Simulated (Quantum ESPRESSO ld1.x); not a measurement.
Problem. The mean radii <r> (bohr) of the occupied orbitals of an atom or ion are listed with their occupations. All-electron calculation, Dirac Kohn-Sham, PW91, spin-unpolarised, spherical densities, point nucleus. Program: ld1.x of Quantum ESPRESSO 7.5.

orbital  occ.      <r>
1s1/2       2  0.05213
2s1/2       2   0.2350
2p1/2       2   0.2041
2p3/2       4   0.2074
3s1/2       2   0.7118
3p1/2       2   0.7420
3p3/2       4   0.7529
3d3/2       4    1.039
3d5/2       6    1.052
4s1/2       1    2.930

Name the element and its charge. Open shells, if any, fill j = l - 1/2 first.

Solution. Z = 29, copper, charge 0: Cu in [Ar] 3d10 4s1. The 1s radius gives Z: for a bare nucleus <r> = (2 gamma + 1)/(2Z) with gamma = sqrt(1 - (Z/c)^2), 0.05094 bohr for Z = 29, and screening makes it slightly larger (0.05213 here). The occupations add up to 29, and the charge is Z minus that.
